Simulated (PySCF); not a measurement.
CH8BPSi.
Z-matrix (Å and degrees, PBE0-D3(BJ)/def2-SVP geometry), rows numbered from 1:
```
B 
P   1  1.8480
Si  2  2.2464  1  108.50
C   3  1.8761  2  109.99  1   172.61
H   1  1.2076  2  118.13  3   -45.08
H   1  1.2065  2  120.46  3   142.56
H   2  1.4199  1  107.43  3  -114.00
H   3  1.4957  2  111.90  1   -64.78
H   3  1.4939  2  104.24  1    52.86
H   4  1.1003  3  110.64  2   -56.61
H   4  1.1014  3  110.39  2  -176.79
H   4  1.1008  3  110.89  2    63.56
```

Method used: delta-SCF UKS SCAN, pcX-2 on the ionised atom, pcseg-1 elsewhere, spin-free X2C (PySCF). Each 1s hole has a ground state of its own, since the core basis sits on the ionised atom alone.

```tsv
ionised atom	basis functions	E(ground) (Eh)	E(ionised) (Eh)
C4	135	-699.92450	-689.25146
Si3	146	-699.97767	-632.11866
P2	146	-700.00787	-621.02172
```

What are the 1s binding energies?

E(ionised) − E(ground), at 27.2114 eV a hartree:

```
atom                  environment  difference (Eh)  binding energy (eV)
  C4             Si-methyl carbon         10.67304               290.43
 Si3                 SiH2 silicon         67.85901              1846.54
  P2  three-coordinate phosphorus         78.98615              2149.32
```

How much do the ground-state energies differ, and what would follow from using one of them for all holes?

They run from -700.0079 Eh (core basis on P2) to -699.9245 Eh (on C4), 0.0834 Eh or 2.27 eV apart, for one and the same state in different bases and grids. Pairing the ion of C4 with the ground state of P2 would put its binding energy 2.27 eV too high.

Only 1s holes are shown. The structure is a single PBE0-D3(BJ)/def2-SVP conformer in the gas phase; no vibrational or solvent corrections.
